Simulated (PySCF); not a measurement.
**Basis-set dependence of population analyses: `OC/C=C\O[SiH3]`**

Species: C₃H₈O₂Si.
Atom-mapped SMILES: `[OH:1][CH2:2]/[CH:3]=[CH:4]\[O:5][SiH3:6]` (hydrogens: H7 on O1; H8, H9 on C2; H10 on C3; H11 on C4; H12, H13, H14 on Si6)

PBE0 throughout (PySCF), one geometry, spherical d and f functions. One conformer (not necessarily the lowest) at the PBE0-D3(BJ)/def2-SVP geometry, without solvent, vibrations or thermal averaging. The first 7 of 11 kinds of atom are listed.

Mulliken charges (e):

```json
{"basis": "STO-3G", "functions": "42", "O1": "-0.287", "C2": "-0.059", "C3": "-0.141", "C4": "+0.001", "O5": "-0.340", "Si6": "+0.670", "H7": "+0.196"}
{"basis": "6-31G", "functions": "74", "O1": "-0.615", "C2": "-0.134", "C3": "-0.203", "C4": "+0.143", "O5": "-0.747", "Si6": "+0.800", "H7": "+0.367"}
{"basis": "pcSseg-0", "functions": "74", "O1": "-0.674", "C2": "-0.121", "C3": "-0.361", "C4": "+0.157", "O5": "-0.834", "Si6": "+0.766", "H7": "+0.362"}
{"basis": "6-31G*", "functions": "104", "O1": "-0.646", "C2": "-0.106", "C3": "-0.241", "C4": "+0.110", "O5": "-0.574", "Si6": "+0.571", "H7": "+0.411"}
{"basis": "cc-pVDZ", "functions": "128", "O1": "-0.283", "C2": "+0.172", "C3": "-0.207", "C4": "+0.175", "O5": "-0.388", "Si6": "+0.421", "H7": "+0.140"}
{"basis": "def2-SVP", "functions": "128", "O1": "-0.346", "C2": "+0.248", "C3": "-0.228", "C4": "+0.160", "O5": "-0.451", "Si6": "+0.546", "H7": "+0.166"}
{"basis": "aug-cc-pVDZ", "functions": "214", "O1": "-0.505", "C2": "+0.907", "C3": "+0.357", "C4": "+1.069", "O5": "-0.910", "Si6": "-0.169", "H7": "+0.118"}
{"basis": "6-311+G(2d,p)", "functions": "218", "O1": "-0.392", "C2": "-0.265", "C3": "-0.119", "C4": "+0.082", "O5": "-0.546", "Si6": "+0.643", "H7": "+0.262"}
{"basis": "def2-TZVP", "functions": "240", "O1": "-0.445", "C2": "+0.013", "C3": "-0.264", "C4": "+0.038", "O5": "-0.315", "Si6": "+0.280", "H7": "+0.300"}
{"basis": "cc-pVTZ", "functions": "296", "O1": "-0.333", "C2": "+0.056", "C3": "-0.236", "C4": "+0.036", "O5": "-0.265", "Si6": "+0.260", "H7": "+0.196"}
{"basis": "IGLO-III", "functions": "299", "O1": "-0.433", "C2": "-0.088", "C3": "-0.158", "C4": "+0.030", "O5": "-0.468", "Si6": "+0.907", "H7": "+0.283"}
```

IAO charges (e):

```csv
basis,functions,O1,C2,C3,C4,O5,Si6,H7
STO-3G,42,-0.338,-0.141,-0.227,-0.026,-0.409,+0.779,+0.239
6-31G,74,-0.531,-0.088,-0.226,+0.025,-0.542,+0.689,+0.341
pcSseg-0,74,-0.509,-0.084,-0.235,+0.035,-0.540,+0.687,+0.327
6-31G*,104,-0.537,-0.051,-0.230,+0.054,-0.577,+0.830,+0.342
cc-pVDZ,128,-0.537,-0.051,-0.233,+0.050,-0.573,+0.820,+0.344
def2-SVP,128,-0.534,-0.048,-0.227,+0.051,-0.571,+0.838,+0.341
aug-cc-pVDZ,214,-0.566,-0.055,-0.238,+0.048,-0.582,+0.823,+0.359
"6-311+G(2d,p)",218,-0.567,-0.056,-0.237,+0.047,-0.591,+0.857,+0.359
def2-TZVP,240,-0.562,-0.053,-0.238,+0.050,-0.593,+0.868,+0.356
cc-pVTZ,296,-0.559,-0.054,-0.237,+0.050,-0.589,+0.853,+0.356
IGLO-III,299,-0.567,-0.056,-0.238,+0.048,-0.593,+0.866,+0.360
```

Question: Which scheme is steadiest as the basis changes?

Answer: Largest range over the bases for any column: IAO 0.23 e, Mulliken 1.17 e. IAO charges move least and Mulliken charges most, counted in e. Without the minimal STO-3G basis the ranges are IAO 0.18, Mulliken 1.17 e.

Question: How much do the charges still move between the two largest bases, cc-pVTZ and IGLO-III?

Answer: At most, over all atoms: Mulliken 0.647 e, IAO 0.012 e.

Question: What do the same runs give for the total energy, the frontier levels and the dipole moment?

Answer: 
| basis | energy (Eh) | HOMO (eV) | LUMO (eV) | μ (D) |
| --- | --- | --- | --- | --- |
| STO-3G | -551.7701 | -3.49 | 4.18 | 3.22 |
| 6-31G | -558.4739 | -6.50 | 0.17 | 3.79 |
| pcSseg-0 | -557.6365 | -6.72 | 0.23 | 3.77 |
| 6-31G* | -558.5979 | -6.51 | 0.28 | 2.85 |
| cc-pVDZ | -558.6387 | -6.59 | 0.31 | 2.64 |
| def2-SVP | -558.3396 | -6.70 | 0.38 | 2.74 |
| aug-cc-pVDZ | -558.6656 | -6.80 | -0.39 | 2.73 |
| 6-311+G(2d,p) | -558.7273 | -6.84 | -0.36 | 2.78 |
| def2-TZVP | -558.7533 | -6.81 | -0.09 | 2.65 |
| cc-pVTZ | -558.7446 | -6.77 | 0.02 | 2.57 |
| IGLO-III | -558.7595 | -6.83 | -0.02 | 2.67 |

The dipole is fixed by the density alone, so its range of 1.22 D shows that the density itself changes with the basis, not only its division among atoms.
